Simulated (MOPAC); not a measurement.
A run for MOPAC: PM3 on ClHSe (SMILES Cl[SeH]), a point of a bond scan (R = 2.190 Å).

```
PM3 1SCF PRECISE CHARGE=0 THREADS=1
ClHSe

Se     0.51847628 1    -0.15738308 1     0.46539325 1
H      1.50587856 1    -0.35828625 1    -0.61175328 1
Cl    -1.12553364 1     0.33584182 1    -0.89480101 1
```

The log:

```
*******************************************************************************
 **                                                                           **
 **                              MOPAC v23.2.5                                **
 **                                                                           **
 *******************************************************************************
 ** MOPAC's Digital Object Identifier: https://doi.org/10.5281/zenodo.6511958 **
 **                                                                           **
 ** Please cite the open-source release paper for use of this MOPAC version:  **
 ** J. E. Moussa and J. J. P. Stewart (2026)                                  **
 ** MOPAC: An open-source semiempirical molecular orbital program             **
 ** J. Open Source Softw., 11(119), 8025, https://doi.org/10.21105/joss.08025 **
 *******************************************************************************

                              PM3 CALCULATION RESULTS

 *******************************************************************************
 *  PM3        - The PM3 Hamiltonian to be used
 *
 *
 *
 *                 CHARGE ON SYSTEM = 0
 *
 *
 *
 *  PRECISE    - TIGHTER CRITERIA TO BE USED
 *  1SCF       - DO 1 SCF AND THEN STOP
 *  THREADS=1  - MULTI-THREADING NOT USED
 *  T=         - A TIME OF 172800.0 SECONDS REQUESTED
 *  DUMP=N     - RESTART FILE WRITTEN EVERY 7200.0 SECONDS REQUESTED
 *******************************************************************************
PM3 1SCF PRECISE CHARGE=0 THREADS=1
 ClHSe

   ATOM   CHEMICAL          X               Y               Z
  NUMBER   SYMBOL      (ANGSTROMS)     (ANGSTROMS)     (ANGSTROMS)

     1      Se          0.51847628  *  -0.15738308  *   0.46539325  *
     2       H          1.50587856  *  -0.35828625  *  -0.61175328  *
     3      Cl         -1.12553364  *   0.33584182  *  -0.89480101  *



          CARTESIAN COORDINATES

    NO.       ATOM           X           Y           Z

     1        Se          0.5185     -0.1574      0.4654
     2         H          1.5059     -0.3583     -0.6118
     3        Cl         -1.1255      0.3358     -0.8948

  H: (PM3): J. J. P. STEWART, J. COMP. CHEM. 10, 209 (1989).
 Cl: (PM3): J. J. P. STEWART, J. COMP. CHEM. 10, 209 (1989).
 Se: (PM3): J. J. P. STEWART, J. COMP. CHEM. 12, 320-341 (1991).

           Empirical Formula: H Se Cl  =     3 atoms



      MOLECULAR POINT GROUP   :   Cs


      RHF CALCULATION, NO. OF DOUBLY OCCUPIED LEVELS = 7


 -------------------------------------------------------------------------------
 PM3 1SCF PRECISE CHARGE=0 THREADS=1
 ClHSe



     1SCF WAS SPECIFIED, SO BFGS WAS NOT USED
     SCF FIELD WAS ACHIEVED


                              PM3 CALCULATION
                                                       MOPAC v23.2.5 Linux




          FINAL HEAT OF FORMATION =         -6.13716 KCAL/MOL =     -25.67788 KJ/MOL


          COSMO AREA              =         87.80 SQUARE ANGSTROMS
          COSMO VOLUME            =         71.91 CUBIC ANGSTROMS

          IONIZATION POTENTIAL    =          9.618588 EV
          HOMO LUMO ENERGIES (EV) =         -9.619 -2.003
          NO. OF FILLED LEVELS    =          7
          MOLECULAR WEIGHT        =        115.4209         POINT GROUP:  Cs

          MOLECULAR DIMENSIONS (Angstroms)

            Atom       Atom       Distance
           Cl     3    H     2     2.73610
            H     2   Se     1     1.17685
           Se     1    H     2     0.00000


          SCF CALCULATIONS        =          1





   ATOM   CHEMICAL          X               Y               Z
  NUMBER   SYMBOL      (ANGSTROMS)     (ANGSTROMS)     (ANGSTROMS)

     1      Se          0.51847628  *  -0.15738308  *   0.46539325  *
     2       H          1.50587856  *  -0.35828625  *  -0.61175328  *
     3      Cl         -1.12553364  *   0.33584182  *  -0.89480101  *

                             CARTESIAN COORDINATES

   1   Se        0.518476280    -0.157383080     0.465393250
   2    H        1.505878560    -0.358286250    -0.611753280
   3   Cl       -1.125533640     0.335841820    -0.894801010


           Empirical Formula: H Se Cl  =     3 atoms



      MOLECULAR POINT GROUP   :   Cs


                  EIGENVALUES
 -54.94693 -19.30117 -14.28072 -12.37950 -12.14447 -11.05568  -9.61859  -2.00302
  -0.45895


              NET ATOMIC CHARGES AND DIPOLE CONTRIBUTIONS

  ATOM NO.   TYPE          CHARGE      No. of ELECS.   s-Pop       p-Pop
    1         Se           0.071203        5.9288     1.91971     4.00909
    2          H          -0.026828        1.0268     1.02683
    3         Cl          -0.044375        7.0444     1.98422     5.06015
 DIPOLE           X         Y         Z       TOTAL
 POINT-CHG.     0.223    -0.079     0.429     0.490
 HYBRID         0.639    -0.122    -0.859     1.077
 SUM            0.862    -0.201    -0.430     0.984


          ATOMIC ORBITAL ELECTRON POPULATIONS

     Atom    s        px        py        pz
    1 Se   1.91971   1.03528   1.93250   1.04131
    2  H   1.02683
    3 Cl   1.98422   1.45486   1.95181   1.65348

 **********************
 *                    *
 * JOB ENDED NORMALLY *
 *                    *
 **********************




 == MOPAC DONE ==
```

The run finished.

Cost: around 0.020 core-seconds (rough).
